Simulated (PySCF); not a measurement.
**A search over the determinants of SrTl**

Unrestricted PBE0; Sr def2-SVP with ECP28, Tl def2-SVP with ECP60; scalar-relativistic core potentials (PySCF 2.14). Outer shells of the fragments: Sr 5s2; Tl 5d10 6s2 6p1.

Followed along the bond (rough minima from three points):

```csv
2Ms+1,unpaired,⟨S²⟩ at the start,R at minimum (Å),Te (eV)
2,π ↑,0.88,3.47,0.00
2,σ ↑,0.75,3.93,0.23
4,"σ ↑, π ↑↑",3.75,3.05,0.59
4,"σ ↑↑, π ↑",3.75,3.39,0.78
2,"σ ↓, π ↑↑",1.75,3.05,0.89
```

Solutions found at the starting distance of 3.140 Å, counted from the lowest of them; the search is not exhaustive and high or unbound solutions are not listed, so other states can lie among these:

| 2Ms+1 | unpaired | term | E (eV) | ⟨S²⟩ | ⟨Lz²⟩ | μ (D) |
| --- | --- | --- | --- | --- | --- | --- |
| 2 | π ↑ | ²Π | 0.00 | 0.88 | 1.01 | -2.15 |
| 4 | σ ↑, π ↑↑ | ⁴Σ⁻ | 0.49 | 3.75 | 0.00 | -5.48 |
| 2 | σ ↑ | ²Σ⁺ | 0.59 | 0.75 | 0.00 | -0.01 |
| 4 | σ ↑↑, π ↑ | ⁴Π | 0.74 | 3.75 | 1.01 | -4.27 |
| 2 | σ ↓, π ↑↑ | mixed | 0.79 | 1.75 | 0.00 | -4.23 |
| 2 | σ ↑, π ↑↓ | mixed | 0.82 | 1.75 | 2.02 | -4.83 |

A term symbol is given only where ⟨S²⟩ and ⟨Lz²⟩ are close to those of a pure state; real π, δ and φ orbitals otherwise mix terms. A positive dipole means Sr(−)Tl(+).

**Question.** Compare the gap between the two lowest followed solutions at the starting distance with the gap between their minima.

**Answer.** At PBE0 the second solution (doublet, unpaired electrons σ ↑) lies +0.59 eV from the first (doublet, unpaired electrons π ↑) at 3.140 Å and +0.23 eV at the minima; the two curves relax by different amounts, since their minima lie near 3.93 and 3.47 Å.

Spin–orbit coupling is left out, which matters for elements this heavy, above all for dissociation energies.
